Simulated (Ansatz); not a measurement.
`CCCCCCCCSC(C)=O`. Total charge 0; triplet. Geometry r2SCAN-D4/def2-SVP, that of the neutral singlet; atoms count from 1.

```xyz
32

C    -3.600   -0.718   -4.453
C    -2.407   -0.167   -3.680
C    -2.146   -0.899   -2.366
C    -0.950   -0.357   -1.589
C    -0.701   -1.089   -0.270
C     0.550   -0.641    0.487
C     0.504    0.807    0.973
C     1.743    1.246    1.743
S     1.902    0.333    3.320
C     3.372    1.145    3.951
C     3.793    0.633    5.308
O     3.948    2.012    3.338
H    -3.453   -1.781   -4.706
H    -3.765   -0.172   -5.394
H    -4.526   -0.647   -3.859
H    -1.499   -0.219   -4.310
H    -2.564    0.908   -3.471
H    -1.992   -1.976   -2.572
H    -3.051   -0.844   -1.731
H    -1.106    0.721   -1.401
H    -0.042   -0.425   -2.219
H    -0.623   -2.172   -0.476
H    -1.586   -0.973    0.384
H     0.705   -1.307    1.354
H     1.439   -0.776   -0.159
H     0.403    1.491    0.112
H    -0.397    0.964    1.595
H     1.714    2.318    1.991
H     2.664    1.071    1.163
H     4.723    1.132    5.607
H     3.942   -0.457    5.279
H     3.006    0.838    6.050
```

At PBE0-D4/def2-SVP a singlet of charge 0 lies 4.25 eV below the triplet at the same geometry.

Q: Estimate the Mulliken populations of the heavy atoms from the PBE0/def2-SVP orbitals of Ansatz.

A: 
```
atom  charge (e)  spin (α − β)
  C1       -0.07          0.00
  C2       -0.09          0.00
  C3       -0.07          0.00
  C4       -0.08          0.00
  C5       -0.04          0.00
  C6       -0.05          0.00
  C7       -0.08          0.00
  C8       -0.12         -0.01
  S9       -0.03          0.26
 C10       -0.21          0.68
 C11        0.00          0.04
 O12       -0.07          0.93
```
Mulliken values depend strongly on the basis.

Q: Where does the spin sit?

A: Summed by element: C 0.71, S 0.26, O 0.93, H 0.10, of 2 unpaired in all. Largest on single atoms: O12 0.93, C10 0.68, S9 0.26.

Q: And the Mayer bond orders between heavy atoms (over 0.3)?

A: C1–C2 1.09 (1.52 Å); C2–C3 1.07 (1.53 Å); C3–C4 1.07 (1.53 Å); C4–C5 1.06 (1.53 Å); C5–C6 1.09 (1.53 Å); C6–C7 1.05 (1.53 Å); C7–C8 1.07 (1.52 Å); C8–S9 0.99 (1.83 Å); S9–C10 0.92 (1.79 Å); C10–C11 1.01 (1.51 Å); C10–O12 1.49 (1.21 Å).
